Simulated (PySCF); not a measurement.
# Magnetisability and related constants of `InChI=1S/C4H4F2O/c1-3(2-5)4(6)7/h2H,1H3/b3-2-`

Method used: PySCF, GIAO KT2/6-31G* magnetisability, rotational g tensor and spin-rotation constants, non-relativistic, gas phase. Geometry: GFN2-xTB.

Input:
```
{"job": {"kind": "mag", "xc": "KT2", "basis": "6-31G*", "scf": {"guess": "huckel"}}, "charge": 0, "multiplicity": 1}
C     -1.295836     0.159557     0.267214
C      0.164642     0.057091    -0.039515
C      0.911141     1.142953    -0.260733
F      2.205126     1.104984    -0.539729
C      0.770751    -1.281167    -0.094483
O      1.886981    -1.610384    -0.295702
F     -0.172180    -2.248469     0.134120
H     -1.614192     1.197452     0.280468
H     -1.507486    -0.291922     1.235146
H     -1.873149    -0.383243    -0.479539
H      0.529627     2.155818    -0.233212
```
Coordinates are in Å.

Command: `OMP_NUM_THREADS=1 python excited_run.py task.json out`

Q: What does the run print?

A: Atoms count from 0.
```
final grid: 100736 points
cycle   1  E = -418.5339736954  dE =  1.439e+01  |g| = 8.499e+00  |ddm| = 1.235e+01
cycle   2  E = -363.8702978383  dE =  5.466e+01  |g| = 1.149e+01  |ddm| = 3.792e+01
cycle   3  E = -412.4954358930  dE = -4.863e+01  |g| = 7.276e+00  |ddm| = 4.921e+01
cycle   4  E = -418.8087258518  dE = -6.313e+00  |g| = 6.320e+00  |ddm| = 3.544e+01
cycle   5  E = -435.2804485041  dE = -1.647e+01  |g| = 1.820e+00  |ddm| = 1.026e+01
cycle   6  E = -434.2103102764  dE =  1.070e+00  |g| = 2.944e+00  |ddm| = 3.773e+00
cycle   7  E = -436.0616599758  dE = -1.851e+00  |g| = 3.608e-01  |ddm| = 2.710e+00
cycle   8  E = -436.0768947800  dE = -1.523e-02  |g| = 2.423e-01  |ddm| = 5.851e-01
cycle   9  E = -436.0885269783  dE = -1.163e-02  |g| = 6.901e-02  |ddm| = 2.997e-01
cycle  10  E = -436.0893841807  dE = -8.572e-04  |g| = 4.333e-02  |ddm| = 1.069e-01
cycle  11  E = -436.0898803127  dE = -4.961e-04  |g| = 1.445e-02  |ddm| = 5.293e-02
cycle  12  E = -436.0899213452  dE = -4.103e-05  |g| = 2.004e-03  |ddm| = 1.382e-02
cycle  13  E = -436.0899224305  dE = -1.085e-06  |g| = 6.353e-04  |ddm| = 3.059e-03
cycle  14  E = -436.0899224802  dE = -4.966e-08  |g| = 4.410e-04  |ddm| = 8.684e-04
cycle  15  E = -436.0899225150  dE = -3.484e-08  |g| = 1.072e-04  |ddm| = 4.384e-04
cycle  16  E = -436.0899225173  dE = -2.252e-09  |g| = 2.468e-05  |ddm| = 1.144e-04
cycle  17  E = -436.0899225174  dE = -1.235e-10  |g| = 8.058e-06  |ddm| = 2.875e-05
converged SCF energy = -436.0899225174

Magnetisability tensor (1e-30 J/T^2)
     -788.41      -10.13      -25.17
      -10.13     -710.44       -8.74
      -25.17       -8.74     -910.90
isotropic -803.25   principal values    -916.41   -784.35   -708.99
isotropic susceptibility -48.373 1e-6 cm^3/mol

Inertial axes            a          b          c
rot. const./GHz      3.7856     2.3968     1.4811
chi total           -44.588    -45.344    -55.187
chi diamagnetic    -392.078   -514.514   -827.641
chi paramagnetic    347.490    469.170    772.454
quadrupole/D A        0.028     -1.021      0.992
g nuclear            0.5782     0.5046     0.5289
g electronic        -0.6180    -0.5283    -0.5375
g total             -0.0398    -0.0237    -0.0086

Spin-rotation constants (kHz, H = +C I.J)
atom  isotope        aa         bb         cc
  3    19F        7.204      4.064      0.301
  6    19F        4.768      7.218      2.219
  7     1H       -0.247     -0.045     -0.193
  8     1H       -0.241     -0.255     -0.044
  9     1H       -0.240     -0.254     -0.045
 10     1H       -0.124      0.053     -0.161
  0    13C*       0.485      0.283      0.183
  1    13C*       0.962      0.860      0.213
  2    13C*       1.152      1.041      0.345
  4    13C*       1.679      0.549      0.386
  5    17O*      -1.815     -1.138     -0.150
* in the singly substituted isotopologue
```

It took 26 s wall time on 1 thread of an Arm Neoverse N1, shared host, peak memory 0.53 GiB.
